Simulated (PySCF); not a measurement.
oxetane-3-carbaldehyde (C4H6O2), SMILES C(C1COC1)=O.

Geometry: ωB97X-D3(BJ)/def2-SVP. The values are those of a single conformer.

Vertical ionisation energy (IE) and electron affinity (EA) in eV. Rows of orbital energies are one-electron estimates. Where ΔSCF, EOM or ADC give a negative EA the extra electron is unbound and the value depends on the basis.

```tsv
level	IE	EA
−ε(HOMO), −ε(LUMO), ωB97X/def2-TZVP (PySCF)	9.97	-1.28
−ε(HOMO), −ε(LUMO), PBE/def2-TZVP (PySCF)	[?]	[?]
```

Task: Complete the blanks. (The exact figures need the calculation; the answer reports its results.)

Result: 
- −ε(HOMO), −ε(LUMO), PBE/def2-TZVP (PySCF), IE: 5.95
- −ε(HOMO), −ε(LUMO), PBE/def2-TZVP (PySCF), EA: 2.24
